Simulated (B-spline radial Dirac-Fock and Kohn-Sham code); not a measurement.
Level of theory: relativistic Hartree-Fock (Dirac-Fock) wave functions, averaged over the configuration; a B-spline atomic structure program.

**Question.** This computed X-ray form factor belongs to an atom or ion in its tabulated ground configuration. Which?

| sin θ/λ (Å⁻¹) | f₀ |
| --- | --- |
| 0.05 | 23.954 |
| 0.15 | 23.589 |
| 0.6 | 18.508 |
| 1.2 | 10.441 |
| 3 | 4.163 |
| 3.5 | 3.381 |
| 4 | 2.722 |
| 5 | 1.851 |
| 6 | 1.420 |

**Answer.** Tc¹⁹⁺, with 24 electrons in [Ar] 3d6. f₀ tends to the number of electrons as s goes to zero, which the first rows give only roughly, and the rate of fall reflects the nuclear charge, 43.

**Question.** This computed X-ray form factor belongs to an atom or ion in its tabulated ground configuration. Which?

| sin θ/λ (Å⁻¹) | f₀ |
| --- | --- |
| 0.18 | 40.671 |
| 0.22 | 39.608 |
| 0.42 | 32.791 |
| 0.64 | 25.448 |
| 0.79 | 21.750 |
| 1.49 | 13.211 |
| 1.85 | 10.215 |
| 2.29 | 7.540 |
| 3.5 | 4.742 |

**Answer.** Ba¹³⁺, with 43 electrons in [Kr] 4d7. f₀ tends to the number of electrons as s goes to zero, which the first rows give only roughly, and the rate of fall reflects the nuclear charge, 56.
